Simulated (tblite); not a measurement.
Compound: C8H9O (doublet state).
Atom-mapped SMILES: `[CH3:1][CH2:2][O:3][c:4]1[cH:5][c:6][cH:7][cH:8][cH:9]1` (hydrogens: H10, H11, H12 on C1; H13, H14 on C2; H15 on C5; H16 on C7; H17 on C8; H18 on C9)

A start from a force field or distance geometry was refined with GFN2-xTB geometry optimisation, gas phase in tblite. Values at the start:

```csv
coordinate,start
C1–C2,1.473 Å
C1–H10,1.125 Å
C1–H11,1.142 Å
C2–O3,1.385 Å
C2–H13,1.140 Å
O3–C4,1.357 Å
C4–C5,1.378 Å
C4–C9,1.387 Å
C5–C6,1.399 Å
C5–H15,1.078 Å
C6–C7,1.398 Å
C7–C8,1.387 Å
C7–H16,1.063 Å
C8–C9,1.377 Å
C8–H17,1.075 Å
C9–H18,1.097 Å
C1–C2–O3,118.9°
C2–O3–C4,131.5°
O3–C4–C9,117.9°
C4–C5–C6,121.8°
C4–C9–C8,122.2°
C5–C4–C9,116.9°
C5–C6–C7,120.5°
C6–C7–C8,117.4°
C1–C2–O3–C4,-58°
C2–O3–C4–C5,-3°
```

Question: How do these coordinates change at the GFN2-xTB level?

Answer: 
| coordinate | GFN2-xTB (Å or °) | change |
| --- | --- | --- |
| C1–H11 | 1.087 | -0.055 |
| C1–C2 | 1.526 | +0.053 |
| C2–H13 | 1.098 | -0.042 |
| C1–H10 | 1.087 | -0.038 |
| C5–C6 | 1.362 | -0.037 |
| C6–C7 | 1.362 | -0.036 |
| C2–O3 | 1.413 | +0.028 |
| C4–C5 | 1.401 | +0.023 |
| C9–H18 | 1.079 | -0.018 |
| C7–H16 | 1.078 | +0.015 |
| C4–C9 | 1.396 | +0.009 |
| C7–C8 | 1.396 | +0.009 |
| C8–H17 | 1.080 | +0.005 |
| O3–C4 | 1.360 | +0.003 |
| C8–C9 | 1.378 | +0.001 |
| C5–H15 | 1.079 | +0.001 |
| C2–O3–C4 | 120.2 | -11.3 |
| C1–C2–O3 | 112.8 | -6.1 |
| C5–C6–C7 | 126.0 | +5.5 |
| C4–C5–C6 | 117.5 | -4.3 |
| O3–C4–C9 | 116.0 | -1.9 |
| C5–C4–C9 | 118.5 | +1.6 |
| C6–C7–C8 | 116.2 | -1.2 |
| C4–C9–C8 | 121.3 | -0.9 |
| C1–C2–O3–C4 | -77 | -19 |
| C2–O3–C4–C5 | -5 | -2 |

The energy falls by 0.568 eV over 90 L-BFGS steps, the largest force on an atom goes from 3.22 to 0.010 eV/Å, and the atoms move by 0.402 Å rms after alignment. The bond that changes most is C1–H11 (ends: carbon bonded to C and 3 H; hydrogen on carbon), which shortens by 0.055 Å. Bonds longer at the end by more than 0.005 Å: 7 of 18; shorter: 8. Among the dihedrals that turn most is H12–C1–C2–H14, from -143° to 178°. Rotational constants go from 4294, 1034, 873.3 to 4172, 1073, 920.9 MHz.

Its GFN2-xTB frequencies are all real (lowest 53 cm⁻¹).

One conformer stands for the species.

These are computed values.
